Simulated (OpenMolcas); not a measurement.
Pb²⁺: CASPT2 settings compared

```
Program             : OpenMolcas 26.06
Basis               : ANO-R1 [7s6p4d2f]
Scalar Hamiltonian  : X2C, finite nucleus
Active space        : 2 electrons in 4 orbitals (6s 6p)
State averaging     : 2S+1 = 3 even, 3 roots; 2S+1 = 1 even, 7 roots; 2S+1 = 3 odd, 3 roots; 2S+1 = 1 odd, 3 roots
Spin-orbit coupling : state interaction with AMFI integrals over the reference wave functions, term energies averaged over their components
```

Methods on the same reference wave functions:
A. CASSCF
B. SS-CASPT2, IPEA 0.2 Eh, sigma2 regulariser 0.3 Eh (closed shells correlated: 5d)
C. XMS-CASPT2, IPEA 0 Eh, sigma2 regulariser 0.2 Eh (closed shells correlated: 5d)

Energies in cm⁻¹ above 6s² ¹S₀, the measured ground level; measured values from Moore, Atomic Energy Levels, vol. III, NSRDS-NBS 35 (1971 reprint of NBS Circular 467, 1958).

| Level | A | B | C | Measured |
| --- | --- | --- | --- | --- |
| 6s² ¹S₀ | 0.0 | 0.0 | 0.0 | 0.0 |
| 6s 6p ³P°₀ | 55067 | 60695 | 62111 | 60397 |
| 6s 6p ³P°₁ | 59640 | 64863 | 66245 | 64391 |
| 6s 6p ³P°₂ | 72438 | 78066 | 79481 |  |
| 6s 6p ¹P°₁ | 98530 | 94750 | 95609 | 95340 |
| 6p² ³P₀ | 140817 | 144299 | 145452 | 142551 |
| 6p² ³P₁ | 151715 | 155804 | 156904 | 155432 |
| 6p² ¹S₀ | 188568 | 188418 | 190479 | 188615 |

Deviations, from unrounded energies. A percentage is the sum of absolute deviations over the sum of measured energies, with the sign that they share, or ± where signs differ.

| Against measurement | Levels | A | B | C |
| --- | --- | --- | --- | --- |
| mean absolute deviation (cm-1) | 6 | 3100 | 610 | 1700 |
| other configurations (%) | 6 | ±2.7 | ±0.5 | +1.4 |

B lies closest to measurement on these levels and A furthest from it. The largest miss of B in the table is 6p² ³P₀, by +1700 cm-1. The ranking rests on the paired levels alone, and a cruder setting can come out closer through cancelling errors.

Between B and C the level of the table that moves most is 6p² ¹S₀, by 2100 cm-1 (lowest in B, highest in C).

The lowest spin-free term lies below A's lowest term by 0.302 hartree in B, 0.312 hartree in C.

The ¹D term of p² mixes with s d, which this space lacks. Spin-orbit splittings of 6p shells tend to come out small when the coupling is added on scalar orbitals. Measured partners are found by configuration, term and J. A level has none where our copy of the source lacks it or the pairing is in doubt (some pairs that miss far off the trend of their configuration count as doubtful), and it then counts in no deviation. Only configurations of the active space appear. The table leaves out levels that lie high or whose names do not pair safely across all columns.

° marks odd parity.
